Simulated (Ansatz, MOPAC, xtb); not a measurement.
Spectroscopic constants of OF, multiplicity 2 (the spin of the measured ground state).

Constants: fifth-degree fit in 1/R to seven points, most abundant isotopes. In def2 and cc sets the state is the lowest found near the PBE0 minimum, followed along R.

Run with Ansatz (Gaussian orbitals); MOPAC for PM3, PM6, PM7 (differences of heats of formation); xtb for the GFN methods.  The GFN methods have no spin term and hold the electronic entropy of 300 K.

| level | r_e (Å) | ω_e (cm⁻¹) | ω_e x_e (cm⁻¹) | B_e (cm⁻¹) | D_e (eV) | dipole (D) |
|---|---|---|---|---|---|---|
| PM3 | 1.310 | 1237 | 17 | 1.13 | - | - |
| PM6 | 1.388 | 1107 | 8.3 | 1.01 | - | - |
| PM7 | 1.381 | 1208 | 8.0 | 1.02 | - | - |
| GFN1-xTB | 1.299 | 1295 | 6.9 | 1.15 | - | - |
| GFN2-xTB | 1.298 | 1150 | 8.1 | 1.15 | - | - |
| SVWN5/def2-TZVPP | 1.332 | 1162 | 6.9 | 1.09 | 4.21 | 0.31 |
| PBE/def2-TZVPP | 1.360 | 1089 | 6.9 | 1.05 | 3.13 | 0.18 |
| r2SCAN/def2-TZVPP | 1.350 | 1117 | 7.0 | 1.06 | 2.54 | 0.06 |
| B97M-V/def2-TZVPP | 1.347 | 1119 | 7.5 | 1.07 | 2.41 | 0.04 |
| B3LYP/def2-TZVPP | 1.349 | 1116 | 7.2 | 1.07 | 2.41 | 0.03 |
| PBE0/def2-TZVPP | 1.330 | 1169 | 7.6 | 1.10 | 2.36 | 0.05 |
| BHLYP/def2-TZVPP | 1.324 | 1185 | 7.8 | 1.11 | 1.54 | 0.11 |
| CAM-B3LYP/def2-TZVPP | 1.335 | 1163 | 7.2 | 1.09 | 2.42 | 0.03 |
| wB97X-V/def2-TZVPP | 1.333 | 1180 | 7.3 | 1.09 | 2.46 | 0.06 |
| wB97M-V/def2-TZVPP | 1.337 | 1166 | 7.5 | 1.09 | 2.39 | 0.04 |
| B2PLYP/def2-TZVPP | 1.349 | 1114 | 1.1 | 1.07 | 2.26 | - |

D_e counts from each atom's lowest state at the same level, without counterpoise or zero-point energy.

Correlated levels freeze the cores. The state that PM3, PM6, PM7 reach isn't checked; PM7 holds dispersion and hydrogen-bond terms.

Measured for the ground state: r_e 1.354 Å [NIST CCCBDB]. ω_e 1053 cm-1, ω_e x_e 9.9194 cm-1, B_e 1.0587 cm-1, α_e 0.013295 cm-1 [Irikura, J. Phys. Chem. Ref. Data 36, 389 (2007)]. dipole 0.0043 D [compilation of Liu, Meijer and Pérez-Ríos].

Ansatz is a first-principles code.
